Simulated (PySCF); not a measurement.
HBr, optimised at B3LYP/6-31G*:

```xyz
2

Br     0.0046    -0.5289     0.4846
H     -0.0046     0.5289    -0.4846
```

Computed with PySCF (xtb for GFN2) and rigid-rotor harmonic-oscillator thermochemistry at 1 bar. 6-31G* has spherical d functions here. All species are closed-shell singlets. B3LYP is the form with VWN-RPA correlation. Br: all electrons, no relativistic terms.

List the harmonic frequencies (cm⁻¹, unscaled) at this level and at the other levels, each on its own geometry.


- B3LYP/6-31G*: 2615
- GFN2-xTB: 2344
- HF/6-31G*: 2819
- PBE/def2-SVP: 2590
- PBE0/def2-TZVP: 2667
